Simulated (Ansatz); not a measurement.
`N[SiH]([SiH3])Cl` and `N[SiH]([SiH3])O[SiH3]` differ in one atom or group.

Ansatz, PBE0-D4/def2-TZVP geometries, multiplicity 1. Each molecule was computed in one conformer, which needn't be the lowest.

```json
{"property": "size of the dipole moment (B3LYP/def2-TZVPP) / D", "`N[SiH]([SiH3])Cl`": "1.94"}
{"property": "LUMO energy (PBE/def2-TZVPP) / eV", "`N[SiH]([SiH3])Cl`": "-1.05"}
{"property": "HOMO–LUMO gap (PBE/def2-TZVPP) / eV", "`N[SiH]([SiH3])Cl`": "5.52"}
{"property": "HOMO energy (PBE/def2-TZVPP) / eV", "`N[SiH]([SiH3])Cl`": "-6.57"}
{"property": "HOMO–LUMO gap (B3LYP/def2-TZVPP) / eV", "`N[SiH]([SiH3])Cl`": "7.25"}
{"property": "HOMO–LUMO gap (PBE0/def2-TZVPP) / eV", "`N[SiH]([SiH3])Cl`": "7.67"}
```

**Question.** Give the same properties after the change, and the shifts. (An estimate is asked.)

**Answer.** Computed: 
```tsv
property	`N[SiH]([SiH3])O[SiH3]`	shift
size of the dipole moment (B3LYP/def2-TZVPP) / D	1.70	-0.24
LUMO energy (PBE/def2-TZVPP) / eV	-0.98	0.07
HOMO–LUMO gap (PBE/def2-TZVPP) / eV	5.41	-0.11
HOMO energy (PBE/def2-TZVPP) / eV	-6.39	0.18
HOMO–LUMO gap (B3LYP/def2-TZVPP) / eV	7.13	-0.12
HOMO–LUMO gap (PBE0/def2-TZVPP) / eV	7.54	-0.13
```

With PBE0 the HOMO rises by 0.21 eV and the LUMO rises by 0.07 eV, so the gap narrows by about 0.14 eV. PBE moves the HOMO by 0.18 eV and ωB97M-V by 0.20 eV. Dipoles are sizes alone; their direction can turn.

B3LYP here is the variant with VWN-RPA as its local correlation; programs differ in this.
